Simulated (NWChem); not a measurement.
System: CH$_{3}$BrMgO; SMILES [Mg]([Br])[O]C

Input file for NWChem:

```
start job
memory heap 200 mb stack 900 mb global 1100 mb
geometry units angstroms noautosym nocenter noautoz
  Mg     0.017947     0.517054    -0.000008
  Br     0.141596    -1.825178     0.000032
  O     -0.074429     2.272608     0.000039
  C     -0.147270     3.657834    -0.000061
  H     -0.613074     4.039689     0.922784
  H      0.851781     4.116654    -0.076100
  H     -0.744524     4.032653    -0.846953
end
basis spherical
  * library def2-svpd
end
dft
  xc b3lyp
  iterations 150
end
property
  response 1 0.0
end
task dft property
```

The geometry was optimised at B3LYP/6-31G* (spherical d).

Static field.

Problem. What results follow from this input? (B3LYP/def2-SVPD.) Quantities: isotropic polarisability (bohr³); anisotropy (bohr³).

Solution. 
| Quantity | Result |
|---|---|
| isotropic polarisability (bohr³) | 62.0 |
| anisotropy (bohr³) | 26.5 |
